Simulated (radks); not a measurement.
The carbon ion C2+, [He] 2s2. Method: non-relativistic Kohn-Sham, r2SCAN, spin-polarised, spherical densities, point nucleus; meta-GGA in the generalised Kohn-Sham scheme; computed with a radial shooting solver on a logarithmic mesh with Libxc functionals. Every spin shell is full or empty, so the densities are truly spherical. Functionals are evaluated on that one density, not self-consistently. Rank these orbital-free kinetic functionals by their error against the exact value of the orbitals, and give that value: Thomas-Fermi, von Weizsacker, TF + vW, TF + vW/9, LC94, revAPBEK, Thakkar, DePristo-Kress.

Answer. Exact: 36.4055 hartree. From best to worst, with 100 (|E| - |E exact|)/|E exact| (equal figures are ties): Thakkar -0.08, LC94 -0.28, TF + vW/9 -0.28, revAPBEK +0.53, DePristo-Kress -1.67, von Weizsacker -9.16, Thomas-Fermi -10.37, TF + vW +80.47.
